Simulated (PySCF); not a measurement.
PbFCl, SMILES [F][Pb][Cl] (connectivity only; charge and spin as stated), neutral, multiplicity 1. Heavy atoms are numbered as in [Pb:1]([F:2])[Cl:3].

Geometry: r2SCAN-D4/def2-TZVP. The def2 effective core potentials stand for the cores of Pb; spin–orbit coupling is left out.

Level of theory: B3LYP/def2-TZVPD (PySCF).

Mulliken values depend strongly on the basis, most of all with diffuse functions as here. ESP charges are fitted to the potential on shells at 1.4 to 2.0 van der Waals radii. Atomic charges (e), one atom of each kind:

```tsv
atom	Mulliken	ESP fit
Pb1	1.04	___
F2	-0.58	___
Cl3	-0.46	___
```

### Question
Fill in the missing entries. (Estimate from the structure and the level; the computed values follow.)

### Answer

- Pb1, ESP fit: 0.71
- F2, ESP fit: -0.39
- Cl3, ESP fit: -0.32
